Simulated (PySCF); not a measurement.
# Two-component Hartree-Fock for Ta(32+) (tantalum, charge +32)

Start: [Kr] 4d5; 4d3/2 filled at m_j = -3/2, -1/2, +1/2, +3/2; 4d5/2 filled at m_j = +5/2. Calculated with PySCF 2.14 in an even-tempered Gaussian basis (17 s from 3.1 bohr⁻², ratio 2.8; 14 p from 4.1 bohr⁻², ratio 2.8; 9 d from 4.1 bohr⁻², ratio 2.8; 3 f from 17 bohr⁻², ratio 3): generalised Hartree-Fock with the X2C-1e Hamiltonian and a Gaussian nucleus; one run each with spin-orbit coupling (SO) switched off, then screened by Boettger's factors.

```tsv
spinor shell	electrons	ε, spin-free (eV)	ε, screened SO (eV)	weight of nominal j (screened SO)	rms radius, screened SO (bohr)
1s1/2	2	-69017.3	-68996.5	1.000	0.0211
2s1/2	2	-13032.5	-13025.3	1.000	0.0854
2p1/2	2	-11577.4	-12484.9	1.000	0.0726
2p3/2	4	-11577.4	-11205.6	1.000	0.0800
3s1/2	2	-3987.1	-3984.4	1.000	0.217
3p1/2	2	-3545.9	-3746.5	1.000	0.208
3p3/2	4	-3545.9	-3461.3	1.000	0.222
3d3/2	4	-3030.3	-3068.6	0.999	0.196
3d5/2	6	-3030.3	-3001.9	0.999	0.200
4s1/2	2	-1683.3	-1682.3	1.000	0.452
4p1/2	2	-1515.1	-1582.7	0.996	0.457
4p3/2	4	-1515.1	-1485.5	0.998	0.485
4d3/2	4	-1328.3	-1331.9	0.968	0.473
4d5/2	1	-1328.3	-1314.9	1.000	0.480
```

| quantity | spin-free | screened SO |
| --- | --- | --- |
| E (hartree) | -15045.96158 | -15064.07022 |
| M_J | 5/2 | 5/2 |
| ⟨J²⟩ | 8.750 | 8.755 |
| ⟨L²⟩ | 0.000 | 4.625 |
| ⟨S²⟩ | 8.750 | 3.635 |

Each row is a mean over spinors that exchange with the open shell spreads, by up to 19.794 eV (4p3/2).

Breit and QED terms are absent; they matter most for the inner s and p1/2 levels.

Densities and radii are taken from the X2C orbitals without a picture-change correction, which distorts them close to the nucleus.

Without spin-orbit coupling the j labels of p, d and f shells carry no meaning; the spin-free column gives the mean over the occupied spinors of each nl shell.
